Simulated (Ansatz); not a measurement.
`N#CB(F)Cl` and `FB(Cl)[SeH]` differ in one atom or group.

Ansatz, PBE0-D4/def2-TZVP geometries, multiplicity 1. Each molecule was computed in one conformer, which needn't be the lowest.

Scalar relativity is left out up to krypton.

| property | `N#CB(F)Cl` |
| --- | --- |
| HOMO–LUMO gap (B3LYP/def2-TZVPP) / eV | 6.94 |
| size of the dipole moment (B3LYP/def2-TZVPP) / D | 2.21 |
| HOMO energy (ωB97M-V/def2-TZVPP) / eV | -12.44 |
| LUMO energy (B3LYP/def2-TZVPP) / eV | -2.91 |
| zero-point energy (PBE0-D4/def2-TZVP) / kJ/mol | 43.4 |
| LUMO energy (ωB97M-V/def2-TZVPP) / eV | -0.51 |

What does the change do to each property? (Estimate.)

The calculation gave: 
```
                                        property  `FB(Cl)[SeH]`  shift
           HOMO–LUMO gap (B3LYP/def2-TZVPP) / eV           6.61  -0.33
size of the dipole moment (B3LYP/def2-TZVPP) / D           1.17  -1.04
           HOMO energy (ωB97M-V/def2-TZVPP) / eV          -9.97   2.47
             LUMO energy (B3LYP/def2-TZVPP) / eV          -0.99   1.92
  zero-point energy (PBE0-D4/def2-TZVP) / kJ/mol           43.6    0.2
           LUMO energy (ωB97M-V/def2-TZVPP) / eV           1.30   1.81
```

With PBE0 the HOMO rises by 2.30 eV and the LUMO rises by 1.91 eV, so the gap narrows by about 0.39 eV. PBE moves the HOMO by 1.99 eV and ωB97M-V by 2.47 eV. Dipoles are sizes alone; their direction can turn.

B3LYP here is the variant with VWN-RPA as its local correlation; programs differ in this.

Spin–orbit coupling is left out; it splits and shifts lone-pair levels of the heavy atoms by tenths of an eV.
